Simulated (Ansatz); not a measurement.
Reactions of CHBr3 (`BrC(Br)Br`).

Gas-phase electronic energies from Ansatz, PBE0-D4/def2-TZVP geometries. CCSD(T)/CBS is the MP2 limit (def2-TZVPP, def2-QZVPP) plus CCSD(T) − MP2 in def2-TZVPP, frozen cores. This one scheme is used for every species, atoms too. Functionals use def2-TZVPP. No spin–orbit coupling; open shells (•) take unrestricted orbitals. Spin–orbit coupling would lower the free atoms: a little for C; clearly for Br. For Br outer-core shells are correlated without core-valence functions, so the limit isn't a true one: a few kJ/mol of doubt a bond, and 10 to 20 or more in all where bonds break to atoms. Scalar relativity is left out up to krypton.

| reaction | CCSD(T)/def2-SVP (kJ/mol) | HF/CBS(def2) (kJ/mol) | revPBE-D4 (kJ/mol) | B2PLYP (kJ/mol) |
| --- | --- | --- | --- | --- |
| `BrC(Br)Br` + HCl → `ClC(Br)Br` + HBr | -1 | 1 | 4 | 5 |
| `BrC(Br)Br` → Br• + `Br[CH]Br`• | 236 | 122 | 263 | 253 |
| `BrC(Br)Br` + H–F → `FC(Br)Br` + HBr | -18 | -18 | 4 | 1 |
| `BrC(Br)Br` → 3 Br• + C• + H• | 1170 | 788 | 1313 | 1258 |
| `BrC(Br)Br` + H₂ → `BrCBr` + HBr | -116 | -138 | -85 | -104 |

Problem. Give the CCSD(T)/CBS values in the same order. (An estimate is asked.)

Solution. Ansatz gave: 7, 282, 16, 1308, -97 kJ/mol.

Largest T1 diagnostic: 0.013, for `Br[CH]Br`•.
